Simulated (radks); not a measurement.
The numbers below are computed, except where a source is named.
Problem. These are the eigenvalues of the occupied orbitals of an atom or ion with whole-number occupations (Ry). Level of theory: scalar-relativistic Kohn-Sham, BLYP, spin-unpolarised, spherical densities, finite nucleus; Fermi nuclear charge, rms radius of each element as measured or else 0.836 A^(1/3) + 0.57 fm (a radial shooting solver on a logarithmic mesh with Libxc functionals).

1s: -652.6290
2s: -80.00346
2p: -69.32640
3s: -10.29904
3p: -7.16939
3d: -2.17975

Which element is it, and in what charge state? The configuration may be excited.

Solution. Z = 29, copper, charge +2: Cu2+ in [Ar] 3d9. The list shows which subshells hold electrons but not how many an open one holds; the 1s level, -326.31 hartree, gives Z - s = 25.5 by -(Z - s)^2/2, which with screening and relativity narrows Z to a few neighbours, and the depths of the outer levels then fix element, charge and occupations together.
